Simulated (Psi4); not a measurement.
A dimer, C4H4S ··· H3B (SMILES c1ccsc1 and B); the first 9 atoms form monomer A.

```
13

C     -0.7172    -0.6928     0.0109
C      0.7046    -0.7046    -0.0289
C      1.2394     0.5514    -0.0274
S      0.0156     1.7565     0.0226
C     -1.2292     0.5723     0.0419
H     -1.3292    -1.5830     0.0164
H      1.3008    -1.6050    -0.0574
H      2.2789     0.8333    -0.0528
H     -2.2636     0.8719     0.0747
B     -0.1777     2.3231    -2.3350
H     -1.3270     2.5636    -2.1454
H      0.1488     1.2464    -2.7208
H      0.6451     3.1597    -2.1402
```

Problem. What interaction energy does Psi4 with SAPT0/jun-cc-pVDZ, frozen core give, and which attractive term is the largest?

Solution. Total -15.63 kJ/mol: electrostatics -68.43, exchange 148.86, induction -59.33, dispersion -36.72. The most attractive term is electrostatics.
